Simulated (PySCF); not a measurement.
Q: Give a PBE0-D3(BJ)/def2-SVP geometry of Ta(NMe)(OMe)3, `C[N]=[Ta]([O]C)([O]C)[O]C`. (Singlet state.)

A: 
```
atom  x, y, z in Å
Ta1   -0.0114    0.0127   -0.5601
N2     0.0071    0.0154    1.2165
C3     0.0127    0.0014    2.6336
H4     0.1436   -1.0208    3.0328
H5     0.8313    0.6188    3.0464
H6    -0.9322    0.3946    3.0510
O7     1.6267   -0.7611   -1.1614
C8     2.8249   -1.3647   -0.8039
H9     2.9568   -1.3933    0.2926
H10    3.6777   -0.8150   -1.2386
H11    2.8630   -2.4014   -1.1816
O12   -0.1743    1.8183   -1.1579
C13   -0.2661    3.1601   -0.8141
H14   -0.2420    3.3040    0.2810
H15   -1.2061    3.5929   -1.1976
H16    0.5720    3.7287   -1.2534
O17   -1.4986   -1.0306   -1.1403
C18   -2.6065   -1.7974   -0.8090
H19   -2.7082   -1.9170    0.2845
H20   -2.5276   -2.8023   -1.2592
H21   -3.5296   -1.3276   -1.1911
```

Orientation and origin are arbitrary. Atoms count from 1 in this order. All 3 C–O bonds measure 1.387 to 1.388 Å. All 3 O–Ta bonds measure 1.907 to 1.909 Å. Ta1 (tantalum bonded to N and 3 O) is tetrahedral (angles from 107.9° to 111.0°).

Bonds between heavy atoms (Å): Ta1–N2 1.777, Ta1–O7 1.909, Ta1–O12 1.909, Ta1–O17 1.907, N2–C3 1.417, O7–C8 1.388, O12–C13 1.388, O17–C18 1.387.

Method used: PBE0-D3(BJ)/def2-SVP geometry optimisation, gas phase, def2 core potentials past Kr (PySCF).

Point group: near C3v, missed by 0.12 Å at most; the miss may be what the optimiser left on a soft mode. No PBE0-D3(BJ)/def2-SVP frequencies stand behind this structure, so it isn't proved a minimum. Torsions: N2–Ta1–O7–C8 3°, N2–Ta1–O12–C13 2°, N2–Ta1–O17–C18 1°.
